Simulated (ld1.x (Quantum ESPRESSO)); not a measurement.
**Scattering properties, RRKJ potential for osmium**

| Item | Value |
| --- | --- |
| Element | osmium |
| Generator | ld1.x (Quantum ESPRESSO) 7.5 |
| Type | norm-conserving RRKJ (Kleinman–Bylander form) |
| Functional | BP86 |
| Relativity | fully relativistic |
| Frozen core | [Xe] 4f14 |
| Valence charge | 8 |
| Reference configuration | 5d6 6s2 6p0 |
| Partial waves | 6s (bound): rc 2.20 bohr; 5d (bound): rc 1.65 bohr; 6p (bound, empty): rc 3.15 bohr |
| Local potential | the p channel |
| Core correction | a·sin(br)/r model core inside 1.60 bohr |
| rho0 | 0.001 |

Open shells are filled in proportion to 2j + 1 (rel_dist='average').

The phase is arctan(r·u′/u) with u = r·R(r), unwrapped; energies in Ry, scanned from -2 to 5 Ry. A pole is an energy at which the radial function vanishes at the test radius. The pseudo phase is shifted by a multiple of π to meet the all-electron one at the reference energy, and phase errors are pseudo minus all-electron; the curves can meet again beyond the range given. Levels narrower than the energy grid can be missing from the lists of poles.

For each channel, where are the poles, and over which energies does the pseudopotential scatter like the atom?

```json
{"channel": "s", "radius (bohr)": "3.41", "reference energy (Ry)": "-0.46", "poles, all-electron": "0.24", "poles, pseudo": "0.22, 2.87", "unbroken range about the reference energy with phases within 0.05 rad": "below 1.2", "phase error 1 Ry above the reference energy (rad)": "-0.009"}
{"channel": "p1/2", "radius (bohr)": "3.41", "reference energy (Ry)": "-0.13", "poles, all-electron": "1.04", "poles, pseudo": "1.18, 5.00", "unbroken range about the reference energy with phases within 0.05 rad": "not even at the reference energy", "phase error 1 Ry above the reference energy (rad)": "+0.041"}
{"channel": "p3/2", "radius (bohr)": "3.41", "reference energy (Ry)": "-0.09", "poles, all-electron": "1.36", "poles, pseudo": "1.18, 5.00", "unbroken range about the reference energy with phases within 0.05 rad": "not even at the reference energy", "phase error 1 Ry above the reference energy (rad)": "-0.036"}
{"channel": "d3/2", "radius (bohr)": "3.41", "reference energy (Ry)": "-0.52", "poles, all-electron": "-0.40, 3.06", "poles, pseudo": "-0.40, 3.94", "unbroken range about the reference energy with phases within 0.05 rad": "below 0.4", "phase error 1 Ry above the reference energy (rad)": "+0.059"}
{"channel": "d5/2", "radius (bohr)": "3.41", "reference energy (Ry)": "-0.44", "poles, all-electron": "-0.31, 3.15", "poles, pseudo": "-0.30, 4.04", "unbroken range about the reference energy with phases within 0.05 rad": "below 0.5", "phase error 1 Ry above the reference energy (rad)": "+0.059"}
```

Phases in the p3/2 channel:

```csv
E (Ry),all-electron,pseudo
-2.00,1.341,1.338
-1.76,1.323,1.319
-1.52,1.298,1.294
-1.28,1.266,1.260
-1.04,1.221,1.213
-0.80,1.152,1.139
-0.56,1.034,1.010
-0.32,0.792,0.731
-0.08,0.198,0.031
0.16,-0.703,-0.843
0.40,-1.160,-1.230
0.64,-1.354,-1.399
0.88,-1.457,-1.494
1.12,-1.523,-1.558
1.36,-1.571,-1.608
1.60,-1.611,-1.654
1.84,-1.647,-1.701
2.08,-1.682,-1.759
2.32,-1.721,-1.841
2.56,-1.768,-1.986
2.80,-1.831,-2.340
3.04,-1.929,-3.342
3.28,-2.106,-4.135
3.52,-2.511,-4.398
3.76,-3.374,-4.514
4.00,-4.038,-4.581
4.24,-4.310,-4.625
4.48,-4.440,-4.659
4.72,-4.515,-4.686
4.96,-4.564,-4.709
```
